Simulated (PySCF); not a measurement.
HfO₂, singlet, at a GFN2-xTB geometry (such geometries of metal compounds can be far from the true shape) (core potentials on Hf); PBE0/def2-SVP run with PySCF.

The PySCF input:
```python
from pyscf import gto, scf, dft

mol = gto.M(
    atom='''
Hf    0.116432   -0.001317    0.137214
O     0.592680    0.257896   -1.562544
O    -1.640565   -0.246040    0.327621
''',
    basis='def2-svp',
    ecp={'Hf': 'def2-svp'},
    charge=0,
    spin=0,
    verbose=4,
)

mf = dft.RKS(mol)
mf.xc = 'pbe0'
mf.grids.prune = None
mf.kernel()
```

Output, abridged:

```
PySCF version 2.14.0

[INPUT] verbose = 4
[INPUT] num. atoms = 3
[INPUT] num. electrons = 28
[INPUT] charge = 0
[INPUT] spin (= nelec alpha-beta = 2S) = 0
[INPUT] symmetry False subgroup None
[INPUT] Mole.unit = angstrom
[INPUT] Symbol           X                Y                Z      unit          X                Y                Z       unit  Magmom
[INPUT]  1 Hf     0.116432000000  -0.001317000000   0.137214000000 AA    0.220024592135  -0.002488769306   0.259296880456 Bohr   0.0
[INPUT]  2 O      0.592680000000   0.257896000000  -1.562544000000 AA    1.120002879507   0.487352808621  -2.952780217582 Bohr   0.0
[INPUT]  3 O     -1.640565000000  -0.246040000000   0.327621000000 AA   -3.100218539547  -0.464948215688   0.619113962656 Bohr   0.0

nuclear repulsion = 68.3546744088898
number of shells = 24
number of NR pGTOs = 105
number of NR cGTOs = 60
basis = def2-svp
ecp = {'Hf': 'def2-svp'}

******** <class 'pyscf.dft.rks.RKS'> ********
method = RKS
initial guess = minao
damping factor = 0
level_shift factor = 0
DIIS = <class 'pyscf.scf.diis.CDIIS'>
diis_start_cycle = 1
diis_space = 8
diis_damp = 0
SCF conv_tol = 1e-09
SCF conv_tol_grad = None
SCF max_cycles = 50
direct_scf = True
direct_scf_tol = 1e-13
XC library pyscf.dft.libxc version 7.1.2
    S. Lehtola, C. Steigemann, M. J. T. Oliveira, and M. A. L. Marques,  SoftwareX 7, 1–5 (2018)
XC functionals = pbe0
    C. Adamo and V. Barone,  J. Chem. Phys. 110, 6158 (1999)
    M. Ernzerhof and G. E. Scuseria,  J. Chem. Phys. 110, 5029 (1999)
radial grids:
    Treutler-Ahlrichs [JCP 102, 346 (1995); DOI:10.1063/1.469408] (M4) radial grids

becke partition: Becke, JCP 88, 2547 (1988); DOI:10.1063/1.454033
pruning grids: None
grids dens level: 3
symmetrized grids: False
atomic radii adjust function: <function treutler_atomic_radii_adjust>
small_rho_cutoff = 0
Set gradient conv threshold to 3.16228e-05
Initial guess from minao.
tot grids = 88704
init E= -185.403748846807
  HOMO = -0.616186376447338  LUMO = -0.384099149431265  gap/eV = 6.31542
cycle= 1 E= -197.795982796696  delta_E= -12.4  |g|= 1.35  |ddm|= 7.63
  HOMO = -0.111961020967808  LUMO = -0.0515493785096055  gap/eV = 1.64388
cycle= 2 E= -190.178860609243  delta_E= 7.62  |g|= 5.27  |ddm|= 4.53
  HOMO = -0.20809422643174  LUMO = -0.0831438252352008  gap/eV = 3.40007
cycle= 3 E= -198.138765853568  delta_E= -7.96  |g|= 0.352  |ddm|= 4.22
  HOMO = -0.256360812749787  LUMO = -0.143988509932367  gap/eV = 3.05781
cycle= 4 E= -198.173491934539  delta_E= -0.0347  |g|= 0.144  |ddm|= 0.697
  HOMO = -0.239702778057389  LUMO = -0.124597686978646  gap/eV = 3.13217
cycle= 5 E= -198.178547973461  delta_E= -0.00506  |g|= 0.0333  |ddm|= 0.182
  HOMO = -0.242451784736147  LUMO = -0.12360462269287  gap/eV = 3.23400
cycle= 6 E= -198.178753129411  delta_E= -0.000205  |g|= 0.0163  |ddm|= 0.0216
  HOMO = -0.244052813545228  LUMO = -0.123617583577381  gap/eV = 3.27721
cycle= 7 E= -198.178806069531  delta_E= -5.29e-05  |g|= 0.00375  |ddm|= 0.00924
  HOMO = -0.244345419476954  LUMO = -0.12357338284734  gap/eV = 3.28637
cycle= 8 E= -198.178809115101  delta_E= -3.05e-06  |g|= 0.000334  |ddm|= 0.00281
  HOMO = -0.244342458444933  LUMO = -0.12356791465589  gap/eV = 3.28644
cycle= 9 E= -198.178809113389  delta_E= 1.71e-09  |g|= 0.00035  |ddm|= 0.000462
  HOMO = -0.244337776558549  LUMO = -0.123564202875869  gap/eV = 3.28642
cycle= 10 E= -198.178809139458  delta_E= -2.61e-08  |g|= 1.98e-05  |ddm|= 0.000248
  HOMO = -0.24433519734772  LUMO = -0.123563991229972  gap/eV = 3.28635
cycle= 11 E= -198.178809139587  delta_E= -1.29e-10  |g|= 2.02e-06  |ddm|= 2.67e-05
  HOMO = -0.244335150140671  LUMO = -0.123564228624222  gap/eV = 3.28634
Extra cycle  E= -198.178809139593  delta_E= -5.8e-12  |g|= 2.4e-06  |ddm|= 1.01e-05
converged SCF energy = -198.178809139593
```
